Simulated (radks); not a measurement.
The technetium ion Tc3+, configuration [Kr] 4d1 5p3 (not the ground configuration). All-electron calculation, Dirac Kohn-Sham, PBE, spin-unpolarised, spherical densities, point nucleus; open shells fill j = l - 1/2 first. Program: a radial shooting solver on a logarithmic mesh with Libxc functionals.

Normalised radial functions P(r) = r R(r) (large component), r in bohr:

```
   r/bohr * 4d3/2 (the largest magnitude, 0.936, reaches the edge; | marks zero)
 0.002353                             *
 0.002717                             *
 0.003138                             *
 0.003595                             *
 0.004152                             *
 0.004795                             *
 0.005494                             *
 0.006345                             *
 0.007327                             *
 0.008395                             *
 0.009695                             *
   0.0112                             *
  0.01283                             *
  0.01481                             *
  0.01711                             *
   0.0196                             *
  0.02264                             *
  0.02614                             *
  0.02995                             *
  0.03459                             |*
  0.03995                             |*
  0.04577                             |*
  0.05286                             |*
  0.06104                             | *
  0.06994                             |  *
  0.08077                             |   *
  0.09328                             |    *
   0.1069                             |     *
   0.1234                             |       *
   0.1425                             |        *
   0.1633                             |          *
   0.1886                             |           *
   0.2178                             |            *
   0.2495                             |             *
   0.2882                             |            *
   0.3328                             |           *
   0.3813                             |        *
   0.4404                             |   *
   0.5086                            *|
   0.5827                      *      |
   0.6729                *            |
   0.7771          *                  |
   0.8903      *                      |
    1.028   *                         |
    1.188  *                          |
    1.361   *                         |
    1.571      *                      |
    1.815           *                 |
    2.079               *             |
    2.401                   *         |
    2.773                       *     |
    3.177                         *   |
    3.669                           * |
    4.237                            *|
    4.854                             *
    5.606                             *
    6.474                             *
    7.418                             *
    8.566                             *
```

4d3/2: eigenvalue -48.978 eV, 1 radial node at r = 0.497 bohr, <r> = 1.37 bohr, 90 % of the charge inside 2.08 bohr.
